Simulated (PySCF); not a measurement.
CH6ClFOSi2, SMILES [Si@@H](Cl)(F)[C@H](O)[SiH3]. Atoms are numbered in the order given.

```xyz
12

O      0.5366    -1.8273    -0.2082
C      0.8971    -0.4766    -0.5368
Si     2.3011     0.1079     0.6247
Si    -0.6124     0.6370    -0.5977
F     -1.5967     0.2441    -1.8250
Cl    -1.6417     0.2537     1.1645
H     -0.0041    -1.7997     0.5960
H      1.3144    -0.4988    -1.5609
H      2.6982     1.5138     0.3124
H      1.8048     0.0367     2.0278
H      3.4706    -0.7972     0.4615
H     -0.3223     2.0839    -0.7004
```

Geometry optimised at B3LYP-D3(BJ)/def2-SVP. The structure was generated by enumeration; whether it is a known compound was not checked. Other conformers were not sampled.

Calculation: TDA-M06-2X/def2-SVPD (PySCF 2.14.0).

Vertical excitations. The molecule is in vacuum.

Computed excitation energies, oscillator strengths and character:
| state | energy (eV) | λ (nm) | f | main pairs |
|---|---|---|---|---|
| S1 | 6.36 | 195 | 0.001 | HOMO→LUMO 79 % |
| S2 | 6.87 | 180 | 0.020 | HOMO→LUMO+1 90 % |
| S3 | 7.21 | 172 | 0.029 | HOMO→LUMO+2 82 % |
| S4 | 7.83 | 158 | 0.006 | HOMO→LUMO+4 30 %, HOMO→LUMO+5 20 %, HOMO−1→LUMO 17 %, HOMO→LUMO+6 14 % |
| S5 | 7.95 | 156 | 0.065 | HOMO−1→LUMO 33 %, HOMO→LUMO+3 18 %, HOMO→LUMO+4 8 %, HOMO→LUMO+6 8 % |
| S6 | 7.96 | 156 | 0.148 | HOMO→LUMO+3 51 %, HOMO−1→LUMO 23 % |
| S7 | 8.10 | 153 | 0.003 | HOMO→LUMO+5 35 %, HOMO→LUMO+6 25 %, HOMO→LUMO+8 12 %, HOMO−1→LUMO+1 8 % |
| S8 | 8.18 | 152 | 0.009 | HOMO−1→LUMO+1 63 % |
| S9 | 8.45 | 147 | 0.016 | HOMO−3→LUMO 23 %, HOMO−1→LUMO+2 16 %, HOMO→LUMO+4 7 %, HOMO−1→LUMO+3 6 % |
| S10 | 8.48 | 146 | 0.033 | HOMO−2→LUMO 39 %, HOMO−3→LUMO 11 %, HOMO−2→LUMO+1 10 %, HOMO→LUMO+7 7 % |
| T1 | 5.95 | 208 | 0 | HOMO→LUMO 71 % |
| T2 | 6.63 | 187 | 0 | HOMO→LUMO+1 88 % |
| T3 | 6.87 | 181 | 0 | HOMO→LUMO+2 64 %, HOMO→LUMO+3 21 % |
| T4 | 7.44 | 167 | 0 | HOMO−1→LUMO 38 %, HOMO→LUMO+4 16 %, HOMO→LUMO+5 10 % |
Triplets are in the Tamm–Dancoff approximation.
